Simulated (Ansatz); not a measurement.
C3H7BFN can be A, `C/C(BN)=C\F`, or B, `NCB/C=C/F`.

Computed with Ansatz on PBE0-D4/def2-TZVP structures; ΔE is electronic, products minus reactants. CCSD(T)/CBS is the MP2 limit (def2-TZVPP, def2-QZVPP) plus CCSD(T) − MP2 in def2-TZVPP, frozen cores. Double bonds are as drawn, so ΔE can hold a change between cis and trans. Functionals use def2-TZVPP. Each species was taken in one conformer, which may not be the lowest.

A:

Z-matrix (Å, degrees):
```
C
C 1 1.499
H 1 1.090 2 112.4
H 1 1.095 2 110.8 3 -120.8
H 1 1.095 2 110.7 3 120.7
B 2 1.549 1 122.6 3 178.6
C 2 1.329 1 121.9 3 -1.5
N 6 1.393 2 121.2 1 -0.0
H 6 1.200 2 120.6 1 180.0
F 7 1.339 2 123.4 1 0.0
H 7 1.084 2 124.9 1 -180.0
H 8 1.006 6 123.5 2 0.0
H 8 1.005 6 123.0 2 180.0
```

B:

Z-matrix (Å, degrees):
```
C
B 1 1.565
N 1 1.465 2 120.5
H 1 1.101 2 108.1 3 -125.1
H 1 1.101 2 108.1 3 125.1
C 2 1.530 1 121.8 3 -179.8
H 2 1.204 1 120.4 3 0.2
H 3 1.013 1 109.7 2 -57.7
H 3 1.013 1 109.7 2 57.9
C 6 1.331 2 118.2 1 -180.0
H 6 1.088 2 124.2 1 0.0
F 10 1.327 6 123.4 2 -180.0
H 10 1.086 6 124.8 2 -0.0
```

Q: Which is lower in electronic energy at CCSD(T)/CBS, and by how much? (Best estimate.)

A: Ansatz gave: A, by 188.4 kJ/mol.

Q: Give E(B) − E(A) in kJ/mol with MP2/def2-TZVPP, CCSD/def2-TZVPP, PBE0-D4, HF/def2-TZVPP, B2PLYP, r2SCAN-D4, PBE-D4. (Estimate.)

A: Ansatz gave: MP2/def2-TZVPP 193.3, CCSD/def2-TZVPP 185.9, PBE0-D4 185.2, HF/def2-TZVPP 177.1, B2PLYP 186.8, r2SCAN-D4 187.9, PBE-D4 184.0. None reverses the order clearly.

Largest T1 diagnostic: 0.012.

In def2-TZVPP, CCSD(T) changes the Hartree–Fock value by +10.5 kJ/mol (the triples alone add +1.7 kJ/mol) and MP2 by +16.2 kJ/mol. The D4 term adds +3.9 kJ/mol with B3LYP and +2.1 kJ/mol with PBE0; it sums over pairs of atoms, weighted by their polarisabilities, and B3LYP, whose exchange is more repulsive, gets the larger term.

B3LYP here is the variant with VWN-RPA as its local correlation; programs differ in this.
